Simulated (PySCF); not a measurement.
These 3 structures share the formula C3H9NSi. The calculation used PBE0-D3(BJ)/def2-SVP geometry optimisation, gas phase in PySCF 2.14.0. One conformer each; no zero-point energy, no entropy. No frequencies were run at this level. Point groups hold within 0.08 Å.

Problem. Order them by energy at this level, lowest first, and give relative energies in kJ/mol.
A. `[CH3:1][CH2:2]/[CH:3]=[N:4]\[SiH3:5]` with C1–C2–C3–N4 125°
B. `[CH2:1]1[CH2:2][NH:3][SiH2:4][CH2:5]1` with C5–C1–C2–N3 42°, C1–C2–N3–Si4 -27°, C2–N3–Si4–C5 5°, N3–Si4–C5–C1 18°
C. `[CH3:1][N:2]1[CH2:3][SiH2:4][CH2:5]1` with C1–N2–C3–Si4 -157°, N2–C3–Si4–C5 19°, C3–Si4–C5–N2 -19°, C1–N2–C5–Si4 157°

Solution. B (0.0), A (101.5), C (169.8).

As drawn, the lowest has an N–H bond, which the highest lacks; the highest has a four-membered ring, which the lowest lacks.

| SMILES | E (Eh) | E rel (kJ/mol) | dipole (D) | point group | A, B, C (MHz) |
| --- | --- | --- | --- | --- | --- |
| C1CN[SiH2]C1 | -463.46034 | 0.0 | 0.97 | C1 | 5932, 4270, 2753 |
| CC/C=N\[SiH3] | -463.42168 | 101.5 | 2.22 | C1 | 9868, 1785, 1648 |
| CN1C[SiH2]C1 | -463.39568 | 169.8 | 0.57 | Cs | 9050, 2956, 2430 |
